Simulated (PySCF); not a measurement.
Coordinates in bohr (charge 0 multiplicity 1):
```
Na    2.9944    0.0000    0.0000
Na   -2.9944    0.0000    0.0000
Cl    0.0000    3.7339    0.0000
Cl    0.0000   -3.7339    0.0000
```

Computed with PySCF, PBE0, basis Na def2-TZVP, Cl def2-TZVP (no relativity, density fitting).

This geometry of Na₂Cl₂ is a stationary point at this level.

Problem. What is the point group?

Solution. D2h.

Problem. Is it a minimum?

Solution. Yes: all harmonic wavenumbers are real.

Problem. What are the dipole moment and the gap between the highest occupied and lowest empty levels?

Solution. 0.00 D and 6.40 eV.

Problem. Give the ideal-gas entropy at 298.15 K and 1 bar by parts.

Solution. translation 168.1, rotation 104.8, vibration 54.4, spin 0.0; total 327.4 J/(mol K).

Other isomers or separated fragments may lie lower.
